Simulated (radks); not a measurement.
Spin polarisation of the 4f13 shell in Tm. Start: [Xe] 4f(up 6.5, down 6.5) 6s2; electrons of 4f are moved from spin down to spin up, other shells keep equal spins. Method: scalar-relativistic Kohn-Sham, LDA (Slater exchange, Perdew-Wang correlation), spin-polarised, spherical densities, point nucleus; computed with a radial shooting solver on a logarithmic mesh with Libxc functionals.

\begin{tabular}{lrrrr}
moment (Bohr magnetons) & E - E(0) (eV) & e(4f up) (eV) & e(4f down) (eV) & 6s down minus up (eV) \\ \hline
0 & 0.000 & -3.321 & -3.321 & 0.000 \\
0.25 & -0.011 & -3.412 & -3.228 & 0.006 \\
0.5 & -0.046 & -3.502 & -3.134 & 0.012 \\
0.75 & -0.103 & -3.591 & -3.039 & 0.018 \\
1 & -0.184 & -3.679 & -2.943 & 0.024 \\
\end{tabular}

At moment 1 the spin-polarisation energy is -0.184 eV and the 4f exchange splitting 0.735 eV, that is 0.735 eV per Bohr magneton; E = -I m^2/4 would give I = 0.736 eV.
